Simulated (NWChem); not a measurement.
Program: NWChem. System: cyclopentadiene (C₅H₆), charge 0, spin multiplicity 1, at a geometry optimised with B3LYP/def2-SVP. Level: RI-MP2/cc-pVDZ, 5 core orbitals frozen.

Output (cleaned and shortened):

```
             Northwest Computational Chemistry Package (NWChem) 7.3.0
             --------------------------------------------------------

                                NWChem Input Module
                                -------------------

 Scaling coordinates for geometry "geometry" by  1.889725989
 (inverse scale =  0.529177249)

 Turning off AUTOSYM since
 SYMMETRY directive was detected!

                             Geometry "geometry" -> ""
                             -------------------------

 Output coordinates in angstroms (scale by  1.889725989 to convert to a.u.)

  No.       Tag          Charge          X              Y              Z
 ---- ---------------- ---------- -------------- -------------- --------------
    1 C                    6.0000    -0.73502000     0.00000000    -0.99331000
    2 C                    6.0000    -1.18102700     0.00000000     0.28395100
    3 C                    6.0000     0.00000000     0.00000000     1.21654200
    4 C                    6.0000     1.18102700     0.00000000     0.28395100
    5 C                    6.0000     0.73502000     0.00000000    -0.99331000
    6 H                    1.0000    -1.35466100     0.00000000    -1.89233100
    7 H                    1.0000    -2.22144100     0.00000000     0.61240900
    8 H                    1.0000     0.00000000    -0.88180800     1.88645500
    9 H                    1.0000     0.00000000     0.88180800     1.88645500
   10 H                    1.0000     2.22144100     0.00000000     0.61240900
   11 H                    1.0000     1.35466100     0.00000000    -1.89233100

 Effective nuclear repulsion energy (a.u.)     156.1428423222

            Nuclear Dipole moment (a.u.)
            ----------------------------
        X                 Y               Z
 ---------------- ---------------- ----------------
    -0.0000000000     0.0000000000     0.0000188973

      Symmetry information
      --------------------

 Group name             C2v
 Group number             16
 Group order               4
 No. of unique centers     6

      Symmetry unique atoms

     1    2    3    6    7    8


 Summary of "ao basis" -> "" (spherical)
 ------------------------------------------------------------------------------
       Tag                 Description            Shells   Functions and Types
 ---------------- ------------------------------  ------  ---------------------
 *                          cc-pvdz                   on all atoms

 Summary of "ri-mp2 basis" -> "" (spherical)
 ------------------------------------------------------------------------------
       Tag                 Description            Shells   Functions and Types
 ---------------- ------------------------------  ------  ---------------------
 *                         cc-pvdz-ri                 on all atoms

 Summary of "ao basis" -> "ao basis" (spherical)
 ------------------------------------------------------------------------------
       Tag                 Description            Shells   Functions and Types
 ---------------- ------------------------------  ------  ---------------------
 C                          cc-pvdz                  6       14   3s2p1d
 H                          cc-pvdz                  3        5   2s1p

                                 NWChem SCF Module
                                 -----------------

  ao basis        = "ao basis"
  functions       =   100
  atoms           =    11
  closed shells   =    18
  open shells     =     0
  charge          =   0.00
  wavefunction    = RHF
  use symmetry    = T
  symmetry adapt  = T

 Summary of "ao basis" -> "ao basis" (spherical)
 ------------------------------------------------------------------------------
       Tag                 Description            Shells   Functions and Types
 ---------------- ------------------------------  ------  ---------------------
 C                          cc-pvdz                  6       14   3s2p1d
 H                          cc-pvdz                  3        5   2s1p

      Symmetry analysis of basis
      --------------------------

        a1         39
        a2         12
        b1         32
        b2         17

 Forming initial guess at       0.1s
[...]
              MO Center=  3.3D-15,  2.0D-15, -9.9D-03, r^2= 3.5D+00
   Bfn.  Coefficient  Atom+Function         Bfn.  Coefficient  Atom+Function
  ----- ------------  ---------------      ----- ------------  ---------------
    22      0.509250   2 C  py               50      0.509250   4 C  py
     8     -0.364670   1 C  py               64     -0.364670   5 C  py
    82      0.321334   8 H  s                87     -0.321334   9 H  s
    19      0.289925   2 C  py               47      0.289925   4 C  py
     5     -0.207271   1 C  py               61     -0.207271   5 C  py

 Vector   20  Occ=0.000000D+00  E= 1.932104D-01  Symmetry=a1
              MO Center= -4.4D-14, -4.2D-16,  4.1D-01, r^2= 8.9D+00
   Bfn.  Coefficient  Atom+Function         Bfn.  Coefficient  Atom+Function
  ----- ------------  ---------------      ----- ------------  ---------------
    31      1.273365   3 C  s                77     -0.828935   7 H  s
    92     -0.828935  10 H  s                82     -0.788825   8 H  s
    87     -0.788825   9 H  s                72     -0.738876   6 H  s
    97     -0.738876  11 H  s                 3      0.603520   1 C  s
    59      0.603520   5 C  s                17      0.537784   2 C  s

 Vector   21  Occ=0.000000D+00  E= 2.270771D-01  Symmetry=a1
              MO Center=  4.4D-16,  3.7D-17, -1.6D-01, r^2= 9.4D+00
   Bfn.  Coefficient  Atom+Function         Bfn.  Coefficient  Atom+Function
  ----- ------------  ---------------      ----- ------------  ---------------
    31      1.562878   3 C  s                72      1.157439   6 H  s
    97      1.157439  11 H  s                82     -1.022212   8 H  s
    87     -1.022212   9 H  s                 3     -0.872645   1 C  s
    59     -0.872645   5 C  s                37      0.653058   3 C  pz
     9      0.437926   1 C  pz               65      0.437926   5 C  pz

 center of mass
 --------------
 x =  -0.00000000 y =   0.00000000 z =  -0.03443591

 moments of inertia (a.u.)
 ------------------
         214.503419179715           0.000000000000           0.000000000000
           0.000000000000         423.483254077073           0.000000000000
           0.000000000000           0.000000000000         220.173978120681

  Mulliken analysis of the total density
  --------------------------------------

    Atom       Charge   Shell Charges
 -----------   ------   -------------------------------------------------------
    1 C    6     6.02   2.00  0.66  0.48  1.99  0.82  0.08
    2 C    6     6.11   2.00  0.66  0.52  1.98  0.87  0.08
    3 C    6     5.97   2.01  0.66  0.34  2.04  0.84  0.08
    4 C    6     6.11   2.00  0.66  0.52  1.98  0.87  0.08
    5 C    6     6.02   2.00  0.66  0.48  1.99  0.82  0.08
    6 H    1     0.98   0.75  0.19  0.03
    7 H    1     0.97   0.75  0.19  0.03
    8 H    1     0.94   0.74  0.17  0.03
    9 H    1     0.94   0.74  0.17  0.03
   10 H    1     0.97   0.75  0.19  0.03
   11 H    1     0.98   0.75  0.19  0.03

       Multipole analysis of the density wrt the origin
       ------------------------------------------------

     L   x y z        total         open         nuclear
     -   - - -        -----         ----         -------
     0   0 0 0      0.000000      0.000000     36.000000

     1   1 0 0      0.000000      0.000000     -0.000000
     1   0 1 0     -0.000000      0.000000      0.000000
     1   0 0 1      0.143271      0.000000      0.000019

     2   2 0 0    -21.396532      0.000000    131.275049
     2   1 1 0     -0.000000      0.000000      0.000000
     2   1 0 1     -0.000000      0.000000      0.000000
     2   0 2 0    -24.909553      0.000000      5.553615
     2   0 1 1      0.000000      0.000000      0.000000
     2   0 0 2    -20.274848      0.000000    131.117731

                               NWChem RI-MP2 Module
                               --------------------

 Summary of "ri-mp2 basis" -> "ri-mp2 basis" (spherical)
 ------------------------------------------------------------------------------
       Tag                 Description            Shells   Functions and Types
 ---------------- ------------------------------  ------  ---------------------
 C                         cc-pvdz-ri               18       56   7s5p4d2f
 H                         cc-pvdz-ri                6       14   3s2p1d

 SCF Reference Information:
            File: './mol.movecs'
           Title: ''
    Size (AOxMO):    100 x    100
       Total Occ:              36.00
 RI-MP2 Calculation Information:
          Nr. of AO basis functions:        100
     Nr. of fitting basis functions:        364
               Nr. of MO spin cases:          1
        Nr. of MOs to be correlated:         95
     Nr. of occupied MOs correlated:         13
      Nr. of virtual MOs correlated:         82

          RI integral approximation: 'V'
    Threshold for Schwarz screening:  1.000E-09
 Smallest eigenvalue retained in fit  1.000E-08
    Type of storage for MO integrals 'EAF library'

 Transformation block size   13, requiring     1 integral passes.
 XForm_3cInts: Completed     1:   13 pass.
 Energy evaluation using block sizes    13   13
 RIMP2_V_E2: Approx. ints. done (    1:   13,    1:   13)
 RIMP2_V_E2: Copy to B done (    1:   13,    1:   13)
 RIMP2_V_E2: Denominators done (    1:   13,    1:   13)
 RIMP2_V_E2: Completed block (    1:   13,    1:   13)

          -------------------------------------------
          SCF energy                -192.807474015724
          Correlation energy          -0.665226929445
          Total MP2 energy          -193.472700945169
          -------------------------------------------

 -----------------------
 Performance information
 -----------------------

 Timer overhead =  2.02D-07 seconds/call

               Nr. of calls         CPU time (s)                 Wall time (s)                GFlops
             ---------------    -------------------     ------------------------------   -------------------
Name         Min   Avg   Max    Min     Avg     Max     Min     Avg     Max   Mx/calls   Min     Max     Sum
Overall       1     1     1    2.9     2.9     2.9      2.9     2.9     2.9     2.9      0.0     0.0     0.0
3c integr     1     1     1   0.88    0.88    0.88     0.88    0.88    0.88    0.88      0.0     0.0     0.0
Energy        1     1     1   0.15    0.15    0.15     0.15    0.15    0.15    0.15      0.0     0.0     0.0
3c integr     1     1     1   0.85    0.85    0.85     0.85    0.85    0.85    0.85      0.0     0.0     0.0
First 2/3     3     3     3   7.74E-3 7.74E-3 7.74E-3  7.74E-3 7.74E-3 7.74E-3 2.58E-3   0.0     0.0     0.0
Final 1/3     1     1     1   1.08E-2 1.08E-2 1.08E-2  1.08E-2 1.08E-2 1.08E-2 1.08E-2   0.0     0.0     0.0
Write 3c      1     1     1   1.36E-3 1.36E-3 1.36E-3  1.36E-3 1.36E-3 1.36E-3 1.36E-3   0.0     0.0     0.0
Read 3c i     1     1     1   7.31E-4 7.31E-4 7.31E-4  7.31E-4 7.31E-4 7.31E-4 7.31E-4   0.0     0.0     0.0
Fitting b     1     1     1   0.12    0.12    0.12     0.12    0.12    0.12    0.12      0.0     0.0     0.0
Schwarz i     1     1     1   1.18E-2 1.18E-2 1.18E-2  1.18E-2 1.18E-2 1.18E-2 1.18E-2   0.0     0.0     0.0
Form 4ci      1     1     1   3.06E-2 3.06E-2 3.06E-2  3.06E-2 3.06E-2 3.06E-2 3.06E-2   0.0     0.0     0.0
Form A &      1     1     1   0.11    0.11    0.11     0.11    0.11    0.11    0.11      0.0     0.0     0.0
Denominat     1     1     1   9.52E-4 9.52E-4 9.52E-4  9.52E-4 9.52E-4 9.52E-4 9.52E-4   0.0     0.0     0.0
Pair Ener     1     1     1   4.02E-3 4.02E-3 4.02E-3  4.02E-3 4.02E-3 4.02E-3 4.02E-3   0.0     0.0     0.0

 The average no. of pstat calls per process was 1.60D+01
 with a timing overhead of 3.24D-06s

 Task  times  cpu:        2.9s     wall:        2.9s

 Total times  cpu:        2.9s     wall:        2.9s
```

Q: Write an NWChem input that would produce this output.

A: Several could match; the one computed here: 
```
start mol
memory heap 200 mb stack 900 mb global 1100 mb
geometry units angstroms nocenter noautoz
  C     -0.735020     0.000000    -0.993310
  C     -1.181027     0.000000     0.283951
  C      0.000000     0.000000     1.216542
  C      1.181027     0.000000     0.283951
  C      0.735020     0.000000    -0.993310
  H     -1.354661     0.000000    -1.892331
  H     -2.221441     0.000000     0.612409
  H      0.000000    -0.881808     1.886455
  H      0.000000     0.881808     1.886455
  H      2.221441     0.000000     0.612409
  H      1.354661     0.000000    -1.892331
  symmetry group C2v
end
basis spherical
  * library cc-pvdz
end
basis "ri-mp2 basis" spherical
  * library cc-pvdz-ri
end
scf
  rhf
  nopen 0
  maxiter 100
  thresh 1e-7
  semidirect memsize 60000000 filesize 0
end
mp2
  freeze core 5
end
task rimp2 energy
```
